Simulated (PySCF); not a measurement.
Basis and Hamiltonian dependence of the excitation energy of Ar(2+)

Ar(2+) [Ne] 3s2 3p4 (3P) → Ar(2+) [Ne] 3s1 3p5 (3P). Calculated with PySCF 2.14 from differences of total energies of unrestricted determinants, without spin-orbit coupling. Values in eV.

```csv
basis,Hamiltonian,functions,UHF,PBE,PBE0,MP2 (valence),CCSD(T) (valence),CCSD(T) (valence and next inner shell)
aug-cc-pV(D+d)Z,non-relativistic,32,17.036,14.669,15.287,15.504,n/a,n/a
x2c-TZVPPall,spin-free X2C,42,17.320,14.922,15.548,15.778,14.209,14.255
def2-TZVPPD,non-relativistic,51,17.059,14.652,15.280,15.526,13.939,13.983
aug-cc-pV(T+d)Z,non-relativistic,55,17.055,14.656,15.281,15.538,13.949,n/a
x2c-QZVPPall,spin-free X2C,70,17.312,14.922,15.545,15.764,14.177,14.251
aug-cc-pwCVTZ,non-relativistic,75,17.054,14.652,15.277,15.544,13.922,13.963
def2-QZVPPD,non-relativistic,79,17.048,14.654,15.277,15.509,13.957,14.028
aug-cc-pV(Q+d)Z,non-relativistic,89,17.049,14.653,15.278,15.508,13.957,n/a
"aug-cc-pCVTZ-DK with one added diffuse shell each of s, p, d, f type",spin-free X2C,91,17.317,14.920,15.545,15.801,14.188,14.239
dyall-acv3z,spin-free X2C,113,17.312,14.916,15.541,15.795,14.138,n/a
aug-cc-pCVQZ-DK,spin-free X2C,134,17.312,14.915,15.540,15.760,n/a,n/a
aug-cc-pV(5+d)Z,non-relativistic,136,17.049,14.649,15.275,15.496,n/a,n/a
```

Frozen in the all-electron rows: valence: [Ne]; valence and next inner shell: 1s2.
